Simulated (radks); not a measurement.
Initial-state core-level shifts of the europium ion Eu2+ when its valence configuration changes from [Xe] 4f7. Method: Dirac Kohn-Sham, BLYP, spin-unpolarised, spherical densities, finite nucleus; open shells fill j = l - 1/2 first; Fermi nuclear charge, rms radius 5.1115 fm; computed with a radial shooting solver on a logarithmic mesh with Libxc functionals. Shifts are changes of the shell-averaged eigenvalues in eV (positive: less bound); the change of the density at the nucleus, which sets a Mossbauer isomer shift, is in e/bohr^3, on a base of 5.793e+05.

valence               3s       3p       3d       4d  density at nucleus
4f6.5 5d0.5       -3.635   -3.625   -3.584   -3.272              +12.03
4f5.5 5d1.5      -12.130  -12.097  -11.957  -10.682              +41.16
4f5.5 5d0.5 6s1  -14.893  -14.860  -14.736  -13.449              +89.49
4f6 6s1          -10.311  -10.291  -10.218   -9.500              +72.13
4f6 5d0.5 6p0.5   -9.454   -9.434   -9.353   -8.637              +28.49
4f5.5 5d0.5 6p1  -15.869  -15.837  -15.713  -14.426              +47.68
4f5 6s2          -22.862  -22.816  -22.655  -20.644             +166.41
4f5.5 6s1 6p0.5  -16.847  -16.815  -16.700  -15.401              +95.42
4f5 5d2          -16.905  -16.858  -16.663  -14.724              +57.97
